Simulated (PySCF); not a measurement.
Molecule: SMILES N(B)CCC, C$_{3}$H$_{10}$BN.

Geometry:
```
atom   x (Å)   y (Å)   z (Å)
  B1  -2.613  -0.095  -0.409
  N2  -1.425  -0.319   0.271
  C3  -0.178   0.395   0.119
  C4   0.951  -0.472  -0.423
  C5   2.257   0.291  -0.579
  H6  -3.566  -0.803  -0.176
  H7  -2.665   0.805  -1.218
  H8  -1.378  -1.082   0.940
  H9   0.131   0.831   1.088
 H10  -0.358   1.243  -0.560
 H11   1.101  -1.334   0.252
 H12   0.634  -0.894  -1.391
 H13   2.595   0.711   0.383
 H14   3.060  -0.358  -0.957
 H15   2.148   1.130  -1.284
```

Geometry PBE0-D3(BJ)/def2-SVP throughout; GIAO in PySCF 2.14.0 with density-fitted response routines, gas phase, one conformer, non-relativistic; equivalent atoms averaged; basis pcSseg-1.

Problem. How do the absolute shieldings σ depend on the functional? (a selection of nuclei; ppm; last column core-seconds on shared hosts with different chips, so compare them loosely; the GGAs took longer than the global hybrids here, which isn't the general rule, and the cause wasn't traced)

Solution. 
```csv
functional,kind,B1,N2,C4,C5,H6/H7,H8,H9/H10,H11/H12,H13/H14/H15,core-s
HF,Hartree–Fock,75.0,136.2,161.6,177.7,27.24,27.87,28.92,30.43,30.72,3.4
LDA,LDA,54.7,91.6,148.4,169.3,25.95,25.68,27.67,29.39,29.89,10
PBE,GGA,60.2,97.5,147.0,166.7,26.50,26.28,28.10,29.78,30.23,13
BLYP,GGA,58.0,93.1,140.5,161.3,26.82,26.55,28.28,29.93,30.37,13
BP86,GGA,61.0,98.8,147.0,166.3,26.59,26.43,28.17,29.85,30.30,13
OPBE,GGA,68.1,110.2,154.2,171.5,26.52,26.38,28.16,29.82,30.28,13
KT2,GGA,67.7,105.8,150.3,170.1,26.63,26.37,28.11,29.79,30.22,13
KT3,GGA,69.1,109.5,149.2,168.2,26.90,26.62,28.29,29.92,30.35,14
B97-D,GGA,65.1,105.0,145.9,165.0,26.91,26.73,28.34,29.99,30.41,13
B3LYP,global hybrid,60.8,102.5,146.1,165.6,26.84,26.79,28.37,30.00,30.41,8.6
PBE0,global hybrid,63.8,109.0,153.2,171.4,26.59,26.65,28.27,29.91,30.32,8.3
mPW1PW91,global hybrid,63.9,109.2,152.3,170.3,26.68,26.76,28.33,29.96,30.37,8.3
WP04,global hybrid,58.9,108.8,139.9,157.4,27.55,27.41,28.71,30.26,30.64,11
B97-2,global hybrid,66.4,112.6,152.2,170.1,26.82,26.87,28.39,30.01,30.41,7.9
BHandHLYP,global hybrid,65.2,115.4,152.5,170.7,26.95,27.16,28.53,30.11,30.48,8.7
CAM-B3LYP,range-separated hybrid,60.3,109.1,150.6,169.6,26.71,26.82,28.36,29.96,30.36,15
wB97X-D,range-separated hybrid,64.9,115.7,153.8,171.4,26.77,26.98,28.43,30.05,30.44,10
LC-wPBE,range-separated hybrid,62.1,122.6,160.0,176.2,26.56,26.95,28.43,30.01,30.40,14
```

Problem. Which nucleus among those listed moves most, in ppm?

Solution. N2 (nitrogen bonded to C, B, H): from 91.6 ppm with LDA to 136.2 ppm with HF. The smallest spread is 0.83 ppm, at H13/H14/H15. Proton shifts span only some 12 ppm, so a few tenths of a ppm matter as much there as several ppm in carbon.
